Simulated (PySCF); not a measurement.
# Mass spectrum arithmetic for MoBr4

Species: `[Br][Mo]([Br])([Br])[Br]` [triplet].

Calculated from isotope tables alone.

Q: What are the average molar mass and the monoisotopic mass?

A: For MoBr4, with standard atomic weights, 1 × 95.950 + 4 × 79.904 = 415.566 g/mol. From the most abundant isotopes (98Mo, 79Br), 1 × 97.905408 + 4 × 78.918337 = 413.5788 u.

Q: Work out the cluster of the singly charged cation M+, one line a nominal mass.

A: 
| nominal mass | m/z (centroid) | relative intensity |
| --- | --- | --- |
| 408 | 407.5796 | 6.0 |
| 410 | 409.5776 | 27.3 |
| 411 | 410.5786 | 6.5 |
| 412 | 411.5758 | 55.8 |
| 413 | 412.5769 | 29.1 |
| 414 | 413.5748 | 79.9 |
| 415 | 414.5752 | 51.9 |
| 416 | 415.5744 | 100.0 |
| 417 | 416.5736 | 45.9 |
| 418 | 417.5739 | 99.4 |
| 419 | 418.5720 | 20.1 |
| 420 | 419.5732 | 64.5 |
| 421 | 420.5706 | 3.5 |
| 422 | 421.5726 | 23.2 |
| 424 | 423.5721 | 3.5 |

Lines under 0.1 % of the tallest are left out. One electron mass, 0.00055 u, is taken off. Abundances used (%; other tables differ somewhat): 92Mo 14.84, 94Mo 9.25, 95Mo 15.92, 96Mo 16.68, 97Mo 9.55, 98Mo 24.13, 100Mo 9.63; 79Br 50.69, 81Br 49.31.

Q: What resolving power m/Δm just matches the spacing of the species with one 81Br and with one 100Mo?

A: They lie 0.00412 u apart at mass 415.58, so m/Δm is about 100000.

Q: Count the protons, neutrons and electrons of the monoisotopic species, and give its exact less its nominal mass.

A: 182 protons, 232 neutrons and 182 electrons; 413.5788 − 414 = -0.4212 u.

Q: What share of all molecules is the monoisotopic species?

A: 0.2413 × 0.5069^4 = 1.59 %.

Q: Resolve the fine structure: one atom at a time replaced by a minor isotope.

A: Intensity in % of the monoisotopic species:

```tsv
isotope	mass shift (u)	m/z	intensity (%)
92Mo	-5.99860	407.5796	61.50
94Mo	-4.00032	409.5779	38.33
95Mo	-2.99957	410.5786	65.98
96Mo	-2.00073	411.5775	69.13
97Mo	-0.99939	412.5788	39.58
81Br	+1.99795	415.5762	389.11
100Mo	+2.00207	415.5803	39.91
```

Species under 0.02 % are left out.
